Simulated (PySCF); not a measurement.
Potential energy surface of H2N (anion, charge -1), singlet: symmetric bend, bond length relaxed. Scanned: H-N-H angle. Other coordinates (N-H bond length) were minimised at B3LYP/def2-TZVP.

Calculation: CCSD(T) on RHF/aug-cc-pVDZ, 1 core orbital frozen in PySCF.

Scanned values (°): 180, 170, 160, 150, 140, 130, 120, 110, 100, 90, 80, 70, 60.

Describe the profile: where are the wells and the tops?

Lower than their neighbours: 100° (0.0 kJ/mol). Higher than their neighbours: 180° (144.0 kJ/mol, end of the scan), 60° (117.0 kJ/mol, end of the scan). The whole profile spans 144.0 kJ/mol.
